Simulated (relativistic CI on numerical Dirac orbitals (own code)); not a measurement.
## What each ingredient does to the levels of Nb IV

Base calculation: Dirac-Coulomb-Breit CI, KLI orbitals optimised for each configuration, model QED (radiative potential, 1s self-energy scaled to tabulated hydrogen-like ionisation energies), valence Slater integrals scaled by 0.85, P86 correlation energy added to each configuration.

Configurations in the expansion (outside the closed core [Ar] 3d10): 4s2 4p6 4d2, 4s2 4p6 4d 5s, 4s2 4p6 4d 5p, 4s2 4p6 4d 4f, 4s2 4p6 5s2, 4s2 4p6 5s 5p, 4s2 4p6 4d 6s, 4s2 4p6 4d 5d, 4s2 4p5 4d3, 4s2 4p6 4f2, 4s2 4p6 4d 6p, 4s2 4p6 4d 6d, 4s2 4p6 4d 7s, 4s2 4p6 4d 5f, 4s2 4p6 5p2, 4s2 4p6 4d 5g, 4s2 4p6 4d 7p, 4s2 4p6 4d 7d, 4s2 4p6 5s 5d, 4s2 4p6 4f 5s, 4s2 4p5 4d2 4f, 4s2 4p6 5p 5d, 4s2 4p6 4f 5p, 4s 4p6 4d3. Double excitations out of closed p, d and f shells are left out; levels of such configurations are missing from the list, as are those of other unlisted configurations, and high levels can miss mixing partners. These lack a partner that the ground configuration has and come out too high: 4s2 4p5 4d2 4f.

Variants: (1) valence Slater integrals scaled by 0.75; (2) Slater integrals left unscaled; (3) configuration mixing switched off; (4) Breit term removed. Shifts of the energy above 4s2 4p6 4d2 3F_2, in cm⁻¹, for the lowest level and the first level of each name with at least 55 % of one term (blank where a level changes its place among those of its configuration and J or its character, or is not in the variant):

| Level | Base | Δ(1) | Δ(2) | Δ(3) | Δ(4) |
| --- | --- | --- | --- | --- | --- |
| 4s2 4p6 4d2 3F_2 | 0.0 | 0.0 | 0.0 | 0.0 | 0.0 |
| 4s2 4p6 4d2 3F_3 | 975.3 | +8.0 | -9.0 | -2.0 | +57.9 |
| 4s2 4p6 4d2 3F_4 | 2123.5 | +2.2 | -1.9 | +5.3 | +122.4 |
| 4s2 4p6 4d2 1D_2 | 8641.1 | -817.3 | +1184.9 | +798.6 | +57.1 |
| 4s2 4p6 4d2 3P_0 | 9793.0 | -1005.4 | +1463.2 | +562.6 | +33.2 |
| 4s2 4p6 4d2 3P_1 | 10172.3 | -994.6 | +1451.4 | +554.0 | +56.3 |
| 4s2 4p6 4d2 3P_2 | 11091.7 | -965.8 | +1416.8 | +590.1 | +123.6 |
| 4s2 4p6 4d2 1G_4 | 13849.1 | -1416.0 | +2106.4 | +448.9 | +93.1 |
| 4s2 4p6 4d2 1S_0 | 33245.5 | -3743.9 | +5597.8 | +658.6 | +95.8 |
| 4s2 4p6 4d 5s 3D_1 | 58071.1 | -1025.6 | +1624.7 | -2268.0 | -130.7 |
| 4s2 4p6 4d 5s 3D_2 | 58594.6 | -1036.4 | +1635.6 | -2249.7 | -107.5 |
| 4s2 4p6 4d 5s 3D_3 | 59676.7 | -1017.8 | +1612.5 | -2254.4 | -44.5 |
| 4s2 4p6 4d 5s 1D_2 | 64303.5 | -1611.8 | +2486.8 | -1549.4 | -64.2 |
| 4s2 4p6 4d 5p 1D°_2 | 102400.7 | -859.6 | +1368.4 | -2596.9 | -152.2 |

For a near-neutral ion this model can misplace configurations by up to about 10,000 cm⁻¹ (more where the count of f electrons changes) and terms by 10 to 25 % of their spread. Rates follow the energies as ν³ (E1, M1) or ν⁵ (E2), so they and the lifetimes can be off by large factors. The fine structure of a lone outer electron comes out too small, for d and f at times inverted, and misplaced configurations move strength between like terms.

Ionisation energy from the two ground configurations alone: base 37.78 eV; valence Slater integrals scaled by 0.75 37.69 eV; Slater integrals left unscaled 37.92 eV; Breit term removed 37.77 eV. The NIST ASD value (measured) is 37.611 eV.

LS names give the leading component of a level, which can be under half, so a name can repeat, a term be missing and a line seem to break the LS rules.
